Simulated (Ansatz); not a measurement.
`C[Si]1(O)C=C1` at its PBE0-D4/def2-TZVP geometry, where that method's forces vanish. Total charge 0; spin multiplicity 1.

```xyz
11

C     0.4925   -1.3357    0.9821
Si   -0.1686   -0.1113   -0.2364
O    -0.9988   -1.0059   -1.3397
C     0.5731    1.4752   -0.6206
C    -0.5481    1.6048    0.1179
H     1.1413   -2.0590    0.4831
H    -0.3252   -1.8897    1.4488
H     1.0635   -0.8285    1.7606
H    -1.4129   -0.5185   -2.0540
H     1.2635    2.1987   -1.0427
H    -1.0803    2.4698    0.5011
```

Task: What forces (eV/Å) does PBE-D4/def2-TZVPP give on these atoms in Ansatz? (Estimate.)

Result: Computed: 
```
C1  -0.007  0.004 -0.011
Si2  0.127 -0.094  0.210
O3  -0.083 -0.529 -0.032
C4   0.365  0.059 -0.215
C5  -0.326  0.139  0.240
H6   0.127 -0.142 -0.083
H7  -0.146 -0.111  0.097
H8   0.107  0.092  0.147
H9  -0.198  0.219 -0.340
H10  0.166  0.165 -0.106
H11 -0.133  0.200  0.092
```
